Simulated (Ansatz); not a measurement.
Program: Ansatz. Geometries: PBE0-D4/def2-TZVP. ΔE: electronic, gas phase. CCSD(T)/CBS adds triple-zeta CCSD(T) − MP2 to the extrapolated MP2 energy (def2 sets, frozen cores). DFT in def2-TZVPP. Elements past krypton have def2 core potentials. For Ge, Zr outer-core shells are correlated without core-valence functions, which leaves a few kJ/mol of doubt a bond. Scalar relativity is left out up to krypton. One conformer a species, not always the lowest.

Consider the substitution at a C–Ge bond: `C[S][GeH2][CH3]` + `[OH][Zr]([OH])([OH])[SH]` → `C[O][Zr]([OH])([OH])[SH]` + `C[S][GeH3]`.

`C[S][GeH2][CH3]`:

Z-matrix (Å, degrees):
```
C
S 1 1.814
H 1 1.090 2 106.8
H 1 1.091 2 111.2 3 118.4
H 1 1.090 2 111.7 3 -118.5
Ge 2 2.219 1 99.5 3 -177.0
C 6 1.952 2 111.2 1 -65.5
H 6 1.537 2 105.3 1 173.7
H 6 1.544 2 108.5 1 55.7
H 7 1.092 6 110.0 2 -179.0
H 7 1.091 6 110.5 2 61.2
H 7 1.090 6 109.8 2 -58.9
```

`[OH][Zr]([OH])([OH])[SH]`:

Cartesian coordinates in Å:
```
O 0.755 -1.836 -0.556
Zr 0.058 -0.131 -0.035
O 0.885 1.331 -0.958
O 0.230 0.153 1.854
S -2.344 -0.220 -0.646
H 1.292 -2.533 -0.920
H 1.380 2.116 -1.174
H 0.264 0.034 2.798
H -2.519 1.085 -0.362
```

`C[O][Zr]([OH])([OH])[SH]`:

Cartesian coordinates in Å:
```
C 0.027 1.582 1.666
O -0.012 0.563 0.724
Zr -0.082 -0.783 -0.623
O 1.683 -1.031 -1.336
O -0.871 -2.389 0.063
S -1.584 -0.014 -2.446
H 1.041 1.984 1.757
H -0.288 1.210 2.647
H -0.645 2.396 1.374
H 2.578 -1.282 -1.545
H -1.180 -3.104 0.610
H -0.668 0.867 -2.890
```

`C[S][GeH3]`:

Cartesian coordinates in Å:
```
C -0.100 1.250 -0.916
S 1.167 -0.025 -0.675
Ge 0.157 -1.239 0.874
H -1.035 0.817 -1.272
H 0.282 1.931 -1.676
H -0.276 1.812 0.002
H 1.104 -2.397 1.210
H -1.183 -1.770 0.332
H -0.116 -0.378 2.121
```

(1) Is it downhill or uphill in electronic energy at CCSD(T)/CBS, and by how much? (Best estimate.)

(2) What do these levels give: LDA (SPW92), PBE-D4, r2SCAN-D4, r2SCANh-D4, PBE, BHLYP, HF/def2-TZVPP, SCS-MP2/def2-TZVPP, CCSD(T)/def2-TZVPP, MP2/def2-QZVPP, SCS-MP2/def2-QZVPP, CCSD/CBS(def2)? (Estimate.)

Largest T1 diagnostic among the species: 0.017.

Results:

(1) Ansatz gave: Uphill: ΔE = +19.6 kcal/mol.

(2) Computed: LDA (SPW92) 17.1, PBE-D4 17.6, r2SCAN-D4 18.3, r2SCANh-D4 18.5, PBE 17.2, BHLYP 16.6, HF/def2-TZVPP 15.4, SCS-MP2/def2-TZVPP 18.7, CCSD(T)/def2-TZVPP 18.6, MP2/def2-QZVPP 20.9, SCS-MP2/def2-QZVPP 19.2, CCSD/CBS(def2) 19.5 kcal/mol.

The D4 term adds +0.7 kcal/mol with B3LYP and +0.4 kcal/mol with PBE0; it sums over pairs of atoms, weighted by their polarisabilities, and B3LYP, whose exchange is more repulsive, gets the larger term. Leaving LDA and LC-ωPBE aside and taking each functional with its dispersion term where it has one, the values, not all of them listed here, spread over 2.5 kcal/mol, from BLYP-D4 to PBE-QIDH. From BLYP to BHLYP (50 % exact exchange), in def2-TZVPP and without D4, ΔE moves by +1.0 kcal/mol.

B3LYP here is the variant with VWN-RPA as its local correlation; programs differ in this.
